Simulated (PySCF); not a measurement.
# Does the structure fit the spectrum?

A compound C$_{3}$H$_{13}$FOSi$_{4}$ gives the data below (simulated from a calculation) and was assigned the structure `CC(C)O[Si@@H]1[SiH2][SiH2][Si@@H]1F`.

$^{13}$C{$^{1}$H} NMR (computed): δ 79.3 (CH), 66.3 (CH), 19.0 (CH2).

$^{1}$H NMR (400 MHz, computed): δ 5.77 (m, 1H), 4.84 (s, 3H), 4.65 (m, 1H), 4.42 (m, 1H), 4.20 (m, 1H), 4.15 (m, 1H), 4.04 (m, 1H), 3.98 (m, 1H), 3.91 (m, 1H), 2.16 (m, 1H), 1.02 (m, 1H).

Theory: GFN2-xTB structure, σ from GIAO-PBE0/pcSseg-1, in PySCF 2.14 (a single conformation, no relativistic terms, no solvent, equivalent nuclei averaged).

Shifts are taken against calculated references (same method and geometry level): $^{1}$H, $^{13}$C against TMS.

Question: Compare with the shifts computed for the proposed structure, pairing carbons in order of shift.

Answer: Numbering as in the mapped SMILES `[CH3:1][CH:2]([CH3:3])[O:4][Si@@H:5]1[SiH2:6][SiH2:7][Si@@H:8]1[F:9]` (H(Xn): hydrogen on atom n).

| atom | computed for proposal | given list | difference |
| --- | --- | --- | --- |
| C2 | 70.9 | 79.3 | -8.4 |
| C1 | 28.0 | 66.3 | -38.3 |
| C3 | 26.9 | 19.0 | +7.9 |

The rms difference is 23.1 ppm and the largest -38.3 ppm at C1 (methyl carbon). The carbon types in order of shift don't match either: CH, CH3, CH3 for the proposal against CH, CH, CH2 in the data. The proposal doesn't fit.

Question: Which isomer fits?

Answer: SMILES F[C@@H]1[SiH2][SiH2]C[C@@H](O[SiH3])[SiH2]1.

1. Carbon types of the structure: 2 × CH, 1 × CH2, leaving 9 H on heteroatoms.
2. δC 79.3: sp3 CH bonded to F and 2 Si; pulled downfield by the heteroatom.
3. δC 66.3: sp3 CH bonded to O and Si; pulled downfield by the heteroatom.
4. δH 5.77: hydrogen on an sp3 CH bonded to F and 2 Si; its carbon carries F, an electronegative neighbour.
5. δH 4.04: hydrogen on an sp3 CH bonded to O and Si; its carbon carries O, an electronegative neighbour.

The data come from this structure; uniqueness wasn't tested.

Splittings by $^{19}$F in the carbon and heteronuclear signals aren't shown, as no couplings were computed. Shifts are as computed. Against solution values, carbons near 30 ppm lie about +3 ppm off and those near 130 ppm about +5 ppm. Of 1211 compounds with measured shifts, 218 miss one by over three times the rms of a fit or turn the order of signals round; such compounds aren't used in these exercises. Multiplicities follow the n + 1 count of equivalent neighbours, as no J values were calculated; m marks all less simple cases, F and P coupling included.
